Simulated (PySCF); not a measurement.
Species: C$_{2}$H$_{9}$OSi$_{2}$, net charge 0, doublet state. It need not be the lowest isomer of its formula. SMILES: [CH2][SiH](C)O[SiH3]
Structure (B3LYP-D3(BJ)/def2-TZVP (Ansatz) minimum search):
```
Si
O 1 1.6464
Si 2 1.6343 1 145.05
H 3 1.4787 2 108.48 1 177.21
H 3 1.4826 4 109.36 2 -120.58
H 3 1.4832 4 109.31 5 -118.79
H 1 1.4845 2 106.02 3 163.41
C 1 1.8421 7 110.25 2 118.64
H 8 1.0850 1 122.93 7 92.42
H 8 1.0850 9 114.25 1 177.29
C 1 1.8662 7 109.56 2 -119.27
H 11 1.0917 1 110.76 7 57.70
H 11 1.0920 12 108.21 1 -122.16
H 11 1.0929 12 107.95 13 -116.67
```
Charge 0, spin multiplicity 2.

Dispersion corrections to the total energy (kcal/mol) from the dftd3 and dftd4 libraries through PySCF: D3(BJ) without and D4 with the three-body term, each with the damping fitted for the functional named.

| functional | D3(BJ) | D4 |
|---|---|---|
| HF | -52.63 | -24.10 |
| PBE0 | -6.48 | -6.22 |
| B2GP-PLYP | -5.45 | … |
| B2PLYP | -6.22 | -5.11 |
| BHLYP | -10.36 | -9.08 |
| TPSS | … | -9.77 |
| TPSSh | … | -8.91 |

Question: What belongs in the gaps?

Answer: 
- B2GP-PLYP, D4: -3.16
- TPSS, D3(BJ): -9.26
- TPSSh, D3(BJ): -8.65
